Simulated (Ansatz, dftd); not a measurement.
Species: BH3S3, charge 0, singlet. BH3S3 (borotrithioic acid, SMILES SB(S)S).
B3LYP-D3(BJ)/def2-TZVP minimum from Ansatz (a program for electronic structure):
```
B
S 1 1.8077
H 2 1.3430 1 98.84
S 1 1.8101 2 126.14 3 0.00
H 4 1.3419 1 97.97 2 0.00
S 1 1.8131 2 118.78 3 -180.00
H 6 1.3437 1 97.32 2 0.00
```
Charge 0, spin multiplicity 1.

Wanted: atomisation energy (electronic, to ground-state atoms), in kJ/mol. UHF or UKS for unpaired electrons; spin-orbit terms are left out. CBS(X,Y): correlation extrapolated as X^-3, Hartree-Fock from the larger set. A bracket is a step between two methods taken in the basis named. The functionals are non-relativistic, so their misses hold any scalar relativity. Double hybrids freeze cores in their MP2 part. '+ core + X2C': CCSD(T) terms for core correlation (cc-pwCVTZ, 1s frozen past Ne) and scalar relativity (cc-pVTZ-DK). For partners of very few electrons the exact lower level stands in for a higher one.

Compared with CCSD(T)/CBS(cc-pV(T+d)Z,cc-pV(Q+d)Z) + [CCSDT(Q) - CCSD(T)]/cc-pV(D+d)Z + core + X2C (Ansatz): 2288.6 kJ/mol.

Rank these levels by how close they come to it, closest first: B3LYP/def2-TZVPD (Ansatz); r2SCANh-D4/def2-TZVPD (Ansatz + dftd4); PBE0-D4/def2-TZVPD (Ansatz + dftd4); B2GP-PLYP-D4/def2-TZVPD (Ansatz + dftd4).

r2SCANh-D4/def2-TZVPD (2298.0 kJ/mol, difference 9.4), PBE0-D4/def2-TZVPD (2302.6 kJ/mol, difference 14.0), B2GP-PLYP-D4/def2-TZVPD (2239.4 kJ/mol, difference -49.2), B3LYP/def2-TZVPD (2234.9 kJ/mol, difference -53.7)
